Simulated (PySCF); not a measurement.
Worked example: chemical shift, span and skew from a shielding tensor

C3H10OSi2, SMILES CC(=O)[SiH2]C[SiH3]. Atoms are numbered in the order given.

```xyz
16

C      3.1336    -0.8187    -0.0157
C      1.8963     0.0270    -0.1494
O      1.9422     1.1840    -0.5067
Si     0.1489    -0.7025     0.2994
C     -1.1205     0.3806    -0.5453
Si    -2.8320     0.4271     0.2276
H      4.0309    -0.2200    -0.2266
H      3.1919    -1.2481     0.9981
H      3.0763    -1.6698    -0.7144
H      0.0362    -0.6435     1.7923
H      0.0457    -2.1394    -0.1067
H     -1.2021     0.0675    -1.5999
H     -0.6839     1.3957    -0.5505
H     -2.7501     0.9514     1.6253
H     -3.4211    -0.9475     0.2780
H     -3.7539     1.3034    -0.5587
```

Geometry: PBE0-D3(BJ)/def2-SVP. The structure was generated by enumeration, and PubChem lists no compound with its InChIKey, so it may never have been made. One conformer was computed; it need not be the lowest.

GIAO shieldings from B3LYP/pcSseg-1 (PySCF), non-relativistic, no solvent. The symmetric part of the tensor of Si6 has the principal values 375.9, 390.5, 455.8 ppm. The same nucleus in TMS has σ = 338.7 ppm at this level (PySCF, at its B3LYP-D3(BJ)/def2-TZVP geometry).

Task: Work out the isotropic shielding, the ²⁹Si shift against TMS, the span and the skew.

Result: 
σ(iso) = (σ11 + σ22 + σ33)/3 = 407.4 ppm. δ = σ(ref) − σ(iso) = 338.7 − (407.4) = -68.7 ppm.
Span Ω = σ33 − σ11 = 79.9 ppm. Skew κ = 3(σ(iso) − σ22)/Ω = 0.63. Tumbling in solution averages the tensor to δ; in a static solid the shielding alone would spread this spin-1/2 line over Ω.
